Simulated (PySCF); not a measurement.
Members of one family of related compounds. Computed, not measured: PySCF, TDDFT PBE0/def2-SVPD, vertical, gas phase, core orbitals frozen in the response. Geometries: GFN2-xTB; one conformer of each isolated species. Triplets are in the Tamm–Dancoff approximation. 'Strongest' means the level of largest summed f among the lowest 8 singlets; it needn't be the same kind of state in each.

Task: Rank by computed energy of the strongest computed level, lowest first.
A. `C(P)C[P@H](C)=O`
B. `CC#C[P@@H](C)=O`
C. `P(C)(C)C[P@@H](=O)C`
D. `C[P@@H](=O)CCCO`

Result: A (6.32 eV), B (6.60 eV), C (7.28 eV), D (7.53 eV).

```tsv
SMILES	strongest (eV)	f (S1)	T1 (eV)	f (strongest)	first f ≥ 0.01 (nm)	α (au)	S1 mainly
C[P@H](=O)CCP	6.32	0.085	5.32	0.08	196	88.9	H→L (97%)
CC#C[P@@H](C)=O	6.60	0.000	4.95	0.06	188	75.3	H-2→L (28%)
CP(C)C[P@H](C)=O	7.28	0.030	5.06	0.10	209	101.2	H→L (80%)
C[P@@H](=O)CCCO	7.53	0.005	6.61	0.04	165	79.8	H→L (56%)
```

H and L stand for HOMO and LUMO.
